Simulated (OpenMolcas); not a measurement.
**Co3+: effect of the metal basis**

Co3+ with its 6 nearest fluoride ions at 2.01 Å, on the Y site of Cs2NaYF6 (a = 9.075 Å, distance in the model lattice 2.178 Å). The rest of the host is ab initio model potentials to 7.6 Å and point charges beyond; the distance is set by hand and nothing relaxes.

```
Program             : OpenMolcas
Method              : SS-CASPT2, IPEA 0.25 Eh, imaginary shift 0.1 Eh (closed shells correlated: 3s 3p and the ligand valence shells)
Spin-orbit coupling : RASSI with atomic mean-field integrals over the reference wave functions
```

Fixed: ligand basis ANO-RCC-VDZP, active space 6 electrons in 5 orbitals (3d), DKH2 Hamiltonian.

States (labels of O, the rotations of Oh). Energies in cm-1 above the lowest state or level, χT in cm3 K/mol; under a threefold ground state the first gap can be a small split of the lowest multiplet, not the spin-orbit step.

```json
{"Run": "A", "Metal basis": "ANO-RCC-VDZP", "Ground state": "5T2", "First state of that spin": "5E 12360", "First gap with spin-orbit (degeneracies)": "260 (3, 2)", "χT at 300 K": "4.148", "First state of another spin": "1A1 3990", "Cost": "roughly 8 core-minutes"}
{"Run": "B", "Metal basis": "ANO-RCC-VTZP", "Ground state": "5T2", "First state of that spin": "5E 11210", "First gap with spin-orbit (degeneracies)": "260 (3, 2)", "χT at 300 K": "4.165", "First state of another spin": "1A1 6530", "Cost": "roughly 10 core-minutes"}
```

Against A, the first state of the same spin changes by -9.3 % in B.

Costs are those of the CASPT2 steps.

Roots that are degenerate in the reference are averaged as groups; the widest CASPT2 spread within a group is 640 cm-1 (the 2-fold group of multiplicity 1 near 42200 cm-1 above the lowest state of its run, A). Shifts and gaps below about the spread of the groups concerned are not significant. Over all roots computed the reference weight is 0.65 to 0.73 in A, 0.65 to 0.72 in B; the roots of lowest weight are the least certain, and an intruder state may touch them. An orbital triplet at a regular site is open to Jahn-Teller coupling, which can distort the site and quench the lowest spin-orbit gaps and is left out. This shell can be high or low spin here, a state of another spin lies low, and with metal d orbitals alone active their balance is uncertain, so the ground spin may be wrong. A single d shell leaves out the double-shell effect, which counts most for late 3d ions, where the CASPT2 field can be off either way by tens of per cent. Ligand-to-metal charge-transfer states are missing. These CASPT2 states fit no ligand-field parameters well, so their order and spin gaps are uncertain. With no ligand orbital active B as a rule stays too high, so bands that hang on it stand too high and its fall with covalency is understated. With one d shell and no ligand orbital active, 10Dq can be off by a tenth or more. Free-ion shares, where given, are those of the reference states; single-state CASPT2 does not remix them (holds for B). No measured value stands beside these numbers; the geometry was set by hand and not optimised.
